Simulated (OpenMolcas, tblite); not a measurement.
# How methods differ on CH6GeO (SMILES C[O][GeH3])

CH6GeO: 9 atoms, total charge 0, spin state singlet. SMILES: `C[O][GeH3]`. The shape is that of a PBE0-D4/def2-TZVP optimisation.

Quantity: the dipole moment, in D. The values are calculated.

```json
{"level": "GFN2-xTB", "kind": "semi-empirical", "program": "tblite", "value (D)": "1.37", "CPU time": "under 2 s"}
{"level": "HF/cc-pVDZ", "kind": "Hartree–Fock", "program": "OpenMolcas", "value (D)": "1.41", "CPU time": "6.2 s"}
{"level": "SVWN5/cc-pVDZ", "kind": "LDA", "program": "OpenMolcas", "value (D)": "1.07", "CPU time": "19 s"}
{"level": "revPBE/cc-pVDZ", "kind": "GGA", "program": "OpenMolcas", "value (D)": "1.02", "CPU time": "27 s"}
{"level": "M06-L/cc-pVDZ", "kind": "meta-GGA", "program": "OpenMolcas", "value (D)": "1.11", "CPU time": "37 s"}
{"level": "BHLYP/cc-pVDZ", "kind": "global hybrid", "program": "OpenMolcas", "value (D)": "1.27", "CPU time": "23 s"}
```

All-electron rows without a relativistic Hamiltonian named are non-relativistic. The values span 1.02 to 1.41 D. Magnitudes only. CPU times are rough (shared hosts, several kinds of processor and program).
